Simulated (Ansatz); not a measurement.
Bond stretch in Au(Me)(CNMe), C3H6AuN, SMILES [N+](#[C-]->[Au][CH3])C. The Au1–C8 bond (Au1 also carries C; C8 carries H, H, H) is stretched with both fragments frozen at the PBE0/def2-SVP, def2 effective core potentials past Kr optimised geometry.

- UKS-PBE0 = Ansatz (an electronic-structure program) with unrestricted PBE0/def2-SVP, def2 effective core potentials past Kr
- RKS-PBE0 = Ansatz with restricted PBE0/def2-SVP, def2 effective core potentials past Kr
- UKS-B3LYP = unrestricted B3LYP/def2-SVP, def2 effective core potentials past Kr (Ansatz)
- RKS-B3LYP = restricted B3LYP/def2-SVP, def2 effective core potentials past Kr in Ansatz
- UKS-PBE = unrestricted PBE/def2-SVP, def2 effective core potentials past Kr run with Ansatz
- RKS-PBE = restricted PBE/def2-SVP, def2 effective core potentials past Kr in Ansatz

Scanned distances (Å): 1.69, 1.80, 1.93, 2.00, 2.05, 2.13, 2.19, 2.33, 2.50, 2.69, 2.98, 3.37, 3.77, 4.28, 5.01, 5.93.

**Question.** Where does the unrestricted solution first break spin symmetry (<S²> of 0.01 or more)?

**Answer.** UKS-PBE0: between 2.98 and 3.37 Å; UKS-B3LYP: between 2.98 and 3.37 Å; UKS-PBE: between 3.37 and 3.77 Å.

```
R / Å  <S²> UKS-PBE0  E(RKS-PBE0) − E(UKS-PBE0) / kJ/mol  <S²> UKS-B3LYP  E(RKS-B3LYP) − E(UKS-B3LYP) / kJ/mol  <S²> UKS-PBE  E(RKS-PBE) − E(UKS-PBE) / kJ/mol
-----  -------------  ----------------------------------  --------------  ------------------------------------  ------------  --------------------------------
1.69            0.00                                 0.0            0.00                                   0.0          0.00                               0.0
1.80            0.00                                 0.0            0.00                                   0.0          0.00                               0.0
1.93            0.00                                 0.0            0.00                                   0.0          0.00                               0.0
2.00            0.00                                 0.0            0.00                                   0.0          0.00                               0.0
2.05            0.00                                 0.0            0.00                                   0.0          0.00                               0.0
2.13            0.00                                 0.0            0.00                                   0.0          0.00                               0.0
2.19            0.00                                 0.0            0.00                                   0.0          0.00                               0.0
2.33            0.00                                 0.0            0.00                                   0.0          0.00                               0.0
2.50            0.00                                 0.0            0.00                                   0.0          0.00                               0.0
2.69            0.00                                 0.0            0.00                                   0.0          0.00                               0.0
2.98            0.00                                 0.0            0.00                                   0.0          0.00                               0.0
3.37            0.27                                 3.1            0.13                                   0.6          0.00                               0.0
3.77            0.69                                28.8            0.60                                  18.7          0.35                               3.2
4.28            0.89                                68.2            0.85                                  51.4          0.75                              23.4
5.01            0.98                               112.4            0.97                                  89.1          0.93                              49.9
5.93            1.00                               145.0            1.00                                 117.6          0.99                              68.7
```
